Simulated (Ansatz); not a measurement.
Reaction (silylene loss): `OC(F)[SiH2][SiH3]` → `OC(F)[SiH3]` + `[SiH2]`

Isolated molecules relaxed with PBE0-D4/def2-TZVP in Ansatz; ΔE leaves out vibrations. CBS: MP2 limit from def2 TZ/QZ plus the TZ coupled-cluster correction, frozen cores. This one scheme is used for every species. One conformer a species, not always the lowest.

| species | CCSD(T)/CBS(def2) energy (Eh) |
| --- | --- |
| `OC(F)[SiH2][SiH3]` | -795.36116 |
| `OC(F)[SiH3]` | -505.08050 |
| `[SiH2]` | -290.19011 |

(1) Work out ΔE.

Largest T1 diagnostic among the species: 0.014.

## Answers

(1) ΔE = (-505.08050) + (-290.19011) − (-795.36116) = 0.09055 Eh = +237.7 kJ/mol.

From PBE to PBE0 (25 % exact exchange), in def2-TZVPP and without D4, ΔE moves by +5.7 kJ/mol. In def2-TZVPP, CCSD(T) changes the Hartree–Fock value by +21.4 kJ/mol (the triples alone add +5.6 kJ/mol) and MP2 by +35.4 kJ/mol.
